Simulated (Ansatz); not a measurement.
C2H6GeO can be A, `C=[C](O)[GeH3]`, or B, `[CH3][GeH]1[CH2][O]1`.

Gas-phase electronic energies from Ansatz, PBE0-D4/def2-TZVP geometries. CBS: MP2 limit from def2 TZ/QZ plus the TZ coupled-cluster correction, frozen cores. DFT in def2-TZVPP. B3LYP here is the variant with VWN-RPA as its local correlation; programs differ in this. For Ge outer-core shells are correlated without core-valence functions, which leaves a few kJ/mol of doubt a bond. Scalar relativity is left out up to krypton. Each species was taken in one conformer, which may not be the lowest.

Question: Which isomer does CCSD(T)/CBS put lower? Give the gap. (Estimate.)

Answer: The calculation gave: B, by 15.6 kJ/mol.

Question: Give E(B) − E(A) in kJ/mol with r2SCAN-D4, CCSD(T)/def2-TZVPP, B3LYP, CCSD(T)/def2-SVP, HF/def2-TZVPP, B2PLYP, ωB97M-V. (An estimate is asked.)

Answer: The calculation gave: r2SCAN-D4 -16.6, CCSD(T)/def2-TZVPP -12.4, B3LYP -4.9, CCSD(T)/def2-SVP 9.2, HF/def2-TZVPP 18.8, B2PLYP -11.9, ωB97M-V -8.9. The order is the other way round with CCSD(T)/def2-SVP, HF/def2-TZVPP.

Question: Does the order hold for the free energy at 298.15 K (harmonic terms from PBE0-D4)? (Estimate.)

Answer: The calculation gave: Too close to call: G(B) − G(A) = -0.5 kJ/mol, for one conformer each. Modes under 60 cm⁻¹, often nearly free rotors, make the harmonic entropy too high.

Largest T1 diagnostic: 0.013.

From BLYP to BHLYP (50 % exact exchange), in def2-TZVPP and without D4, E(B) − E(A) moves by +7.2 kJ/mol. At CCSD(T), def2-SVP lies +24.8 kJ/mol from the extrapolated value and def2-TZVPP +3.1 kJ/mol.
